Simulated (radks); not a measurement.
Values are calculated unless marked as measured or tabulated.
Neutral boron inside a hard spherical wall (all orbitals vanish at R), configuration held at [He] 2s2 2p1 and not refilled when levels cross. Level of theory: non-relativistic Kohn-Sham, PBE, spin-unpolarised, spherical densities, point nucleus (a radial shooting solver on a logarithmic mesh with Libxc functionals). Eigenvalues in eV, with the zero of energy where the potential of the charges vanishes at infinity; a dash marks a level that is unbound or too diffuse for the functional's potential to be trusted. A positive occupied level is held by the wall or, in an anion where self-interaction has pushed it up, behind a barrier. The pressure on the wall is -dE/dV.

| R (bohr) | E (hartree) | kinetic (hartree) | e(1s) | e(2s) | e(2p) | e(3s, empty) | e(3p, empty) | pressure (GPa) |
|---|---|---|---|---|---|---|---|---|
| free | -24.59558 | 24.497 | -180.54 | -9.439 | -3.609 | - | - | 0 |
| 15 | -24.59558 | 24.497 | -180.54 | -9.439 | -3.609 | -0.051 | 0.713 | < 0.0001 |
| 10 | -24.59544 | 24.498 | -180.51 | -9.421 | -3.589 | 0.717 | 2.020 | 0.00330 |
| 8 | -24.59445 | 24.505 | -180.39 | -9.346 | -3.497 | 2.044 | 3.823 | 0.0448 |
| 7 | -24.59216 | 24.520 | -180.20 | -9.223 | -3.342 | 3.515 | 5.613 | 0.184 |
| 4 | -24.45555 | 25.112 | -175.37 | -5.972 | 0.593 | 24.531 | 26.456 | 27.9 |
| 3 | -24.01707 | 26.483 | -167.47 | 1.069 | 8.082 | 57.960 | 55.572 | 224 |
| 2.5 | -23.34698 | 28.216 | -159.68 | 10.322 | 16.858 | 96.327 | 86.981 | 748 |
| 2 | -21.69671 | 31.931 | -146.67 | 31.377 | 34.561 | 173.92 | 147.47 | 3030 |
| 1.5 | -16.94224 | 41.259 | -123.10 | 89.152 | 76.162 | 357.78 | 284.03 | 17000 |
